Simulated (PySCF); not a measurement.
C₂H₆AlFO₂ (SMILES C[O][Al]([F])[O]C), singlet, at a GFN2-xTB geometry (such geometries of metal compounds can be far from the true shape), atoms displaced at random by about 0.08 Å a coordinate; R2SCAN/6-31G, gradient in PySCF.

PySCF was given this input:
```python
from pyscf import gto, scf, dft

mol = gto.Mole()
mol.atom = '''
    Al    0.21738296    0.20621870    0.13966546
    F     0.94626995    1.63191988    1.21081989
    O    -0.86300279    0.62389676   -0.93312412
    C    -1.87646653    1.37710547   -1.55501234
    H    -1.78094618    2.36112179   -1.37781383
    H    -1.42368885    1.18649680   -2.56263882
    H    -2.94638695    1.08012039   -1.36356765
    O     0.64863180   -1.11424359    0.44612287
    C     0.80684838   -2.64688848    0.25250993
    H     0.09811725   -2.93748866   -0.37893273
    H     1.94781579   -2.84646371   -0.20133837
    H     0.47464074   -3.07299255    1.23699064
'''
mol.basis = '6-31g'
mol.verbose = 4
mol.build()

mf = dft.RKS(mol)
mf.xc = 'r2scan'
mf.grids.level = 5
mf.kernel()
g = mf.nuc_grad_method()
g.grid_response = True
grad = g.kernel()
```

Question: What does PySCF print? Leave out banner, timings and long lists.

Answer: 
```
PySCF version 2.14.0

[INPUT] verbose = 4
[INPUT] num. atoms = 12
[INPUT] num. electrons = 56
[INPUT] charge = 0
[INPUT] spin (= nelec alpha-beta = 2S) = 0
[INPUT] symmetry False subgroup None
[INPUT] Mole.unit = angstrom
[INPUT] Symbol           X                Y                Z      unit          X                Y                Z       unit  Magmom
[INPUT]  1 Al     0.217382960000   0.206218700000   0.139665460000 AA    0.410794258547   0.389696864764   0.263929468461 Bohr   0.0
[INPUT]  2 F      0.946269950000   1.631919880000   1.210819890000 AA    1.788191045406   3.083881630433   2.288117978276 Bohr   0.0
[INPUT]  3 O     -0.863002790000   0.623896760000  -0.933124120000 AA   -1.630838917836   1.178994006403  -1.763349027026 Bohr   0.0
[INPUT]  4 C     -1.876466530000   1.377105470000  -1.555012340000 AA   -3.546007823613   2.602352182940  -2.938547442919 Bohr   0.0
[INPUT]  5 H     -1.780946180000   2.361121790000  -1.377813830000 AA   -3.365500522790   4.461873529843  -2.603690789338 Bohr   0.0
[INPUT]  6 H     -1.423688850000   1.186496800000  -2.562638820000 AA   -2.690382013097   2.242153999673  -4.842685525979 Bohr   0.0
[INPUT]  7 H     -2.946386950000   1.080120390000  -1.363567650000 AA   -5.567864392493   2.041131718658  -2.576769410817 Bohr   0.0
[INPUT]  8 O      0.648631800000  -1.114243590000   0.446122870000 AA    1.225736457684  -2.105615221152   0.843050042205 Bohr   0.0
[INPUT]  9 C      0.806848380000  -2.646888480000   0.252509930000 AA    1.524722462249  -5.001894309466   0.477174611433 Bohr   0.0
[INPUT] 10 H      0.098117250000  -2.937488660000  -0.378932730000 AA    0.185414730595  -5.551049061416  -0.716079079334 Bohr   0.0
[INPUT] 11 H      1.947815790000  -2.846463710000  -0.201338370000 AA    3.680838384203  -5.379036835413  -0.380474377666 Bohr   0.0
[INPUT] 12 H      0.474640740000  -3.072992550000   1.236990640000 AA    0.896941006161  -5.807114302329   2.337573528250 Bohr   0.0

nuclear repulsion = 297.214183499983
number of shells = 44
number of NR pGTOs = 180
number of NR cGTOs = 70
basis = 6-31g
ecp = {}

******** <class 'pyscf.dft.rks.RKS'> ********
method = RKS
initial guess = minao
damping factor = 0
level_shift factor = 0
DIIS = <class 'pyscf.scf.diis.CDIIS'>
diis_start_cycle = 1
diis_space = 8
diis_damp = 0
SCF conv_tol = 1e-09
SCF conv_tol_grad = None
SCF max_cycles = 50
direct_scf = True
direct_scf_tol = 1e-13
XC library pyscf.dft.libxc version 7.1.2
    S. Lehtola, C. Steigemann, M. J. T. Oliveira, and M. A. L. Marques,  SoftwareX 7, 1–5 (2018)
XC functionals = r2scan
    J. W. Furness, A. D. Kaplan, J. Ning, J. P. Perdew, and J. Sun,  J. Phys. Chem. Lett. 11, 8208–8215 (2020)
    J. W. Furness, A. D. Kaplan, J. Ning, J. P. Perdew, and J. Sun,  J. Phys. Chem. Lett. 11, 9248–9248 (2020)
    J. W. Furness, A. D. Kaplan, J. Ning, J. P. Perdew, and J. Sun,  J. Phys. Chem. Lett. 11, 8208–8215 (2020)
    J. W. Furness, A. D. Kaplan, J. Ning, J. P. Perdew, and J. Sun,  J. Phys. Chem. Lett. 11, 9248–9248 (2020)
radial grids:
    Treutler-Ahlrichs [JCP 102, 346 (1995); DOI:10.1063/1.469408] (M4) radial grids

becke partition: Becke, JCP 88, 2547 (1988); DOI:10.1063/1.454033
pruning grids: <function nwchem_prune>
grids dens level: 5
symmetrized grids: False
atomic radii adjust function: <function treutler_atomic_radii_adjust>
small_rho_cutoff = 0
Set gradient conv threshold to 3.16228e-05
Initial guess from minao.
tot grids = 400080
init E= -572.669745575319
  HOMO = -0.376020073142786  LUMO = -0.103272306407604  gap/eV = 7.42184
cycle= 1 E= -571.901610465399  delta_E= 0.768  |g|= 1.31  |ddm|= 3.15
  HOMO = -0.0400125945542569  LUMO = 0.0402529328474825  gap/eV = 2.18414
cycle= 2 E= -571.02497924004  delta_E= 0.877  |g|= 2.47  |ddm|= 2.93
  HOMO = -0.23553416794024  LUMO = -0.0261336291437164  gap/eV = 5.69808
cycle= 3 E= -572.216143001907  delta_E= -1.19  |g|= 0.187  |ddm|= 2.14
  HOMO = -0.241104691301824  LUMO = -0.0266487821920451  gap/eV = 5.83564
cycle= 4 E= -572.21904028284  delta_E= -0.0029  |g|= 0.155  |ddm|= 0.271
  HOMO = -0.240946454238719  LUMO = -0.0246047972897681  gap/eV = 5.88696
cycle= 5 E= -572.22352092607  delta_E= -0.00448  |g|= 0.0283  |ddm|= 0.125
  HOMO = -0.240875668344268  LUMO = -0.0244132470517737  gap/eV = 5.89024
cycle= 6 E= -572.223715454151  delta_E= -0.000195  |g|= 0.00549  |ddm|= 0.0251
  HOMO = -0.241328351914216  LUMO = -0.0246496760977195  gap/eV = 5.89613
cycle= 7 E= -572.223720344436  delta_E= -4.89e-06  |g|= 0.00254  |ddm|= 0.00505
  HOMO = -0.241252262263178  LUMO = -0.024691064389825  gap/eV = 5.89293
cycle= 8 E= -572.223721578224  delta_E= -1.23e-06  |g|= 0.000421  |ddm|= 0.00194
  HOMO = -0.241291188696611  LUMO = -0.0246951115908149  gap/eV = 5.89388
cycle= 9 E= -572.223721611258  delta_E= -3.3e-08  |g|= 0.00011  |ddm|= 0.000445
  HOMO = -0.241289069829482  LUMO = -0.0246990513933572  gap/eV = 5.89371
cycle= 10 E= -572.223721614253  delta_E= -3e-09  |g|= 3.13e-05  |ddm|= 0.000121
  HOMO = -0.24129265679541  LUMO = -0.0247006069511824  gap/eV = 5.89377
cycle= 11 E= -572.223721614531  delta_E= -2.77e-10  |g|= 2.69e-06  |ddm|= 3.6e-05
  HOMO = -0.241291914881795  LUMO = -0.0247002647161518  gap/eV = 5.89376
Extra cycle  E= -572.223721614526  delta_E= 4.77e-12  |g|= 4.8e-06  |ddm|= 8.28e-06
converged SCF energy = -572.223721614526

******** <class 'pyscf.grad.rks.Gradients'> for <class 'pyscf.dft.rks.RKS'> ********
unit = Eh/Bohr
grid_response = True
--------------- RKS gradients ---------------
         x                y                z
0 Al     0.0141586736    -0.3170828953    -0.0329882378
1 F     0.0242758376     0.0472270530     0.0375597390
2 O     0.0572218060    -0.0143040842     0.0117552808
3 C    -0.0133281112     0.0710566945     0.0524341005
4 H    -0.0068951296    -0.0765212476    -0.0209362072
5 H     0.0429739203    -0.0133011042     0.0086088820
6 H    -0.0225291113     0.0067687678     0.0058079497
7 O    -0.1011885901     0.3558386426    -0.0466746798
8 C    -0.0879414098    -0.0709641266    -0.0614318748
9 H     0.0582522348     0.0211075594     0.0687416134
10 H     0.0620139203    -0.0066859602    -0.0341635755
11 H    -0.0270140407    -0.0031392992     0.0112870097
----------------------------------------------
```
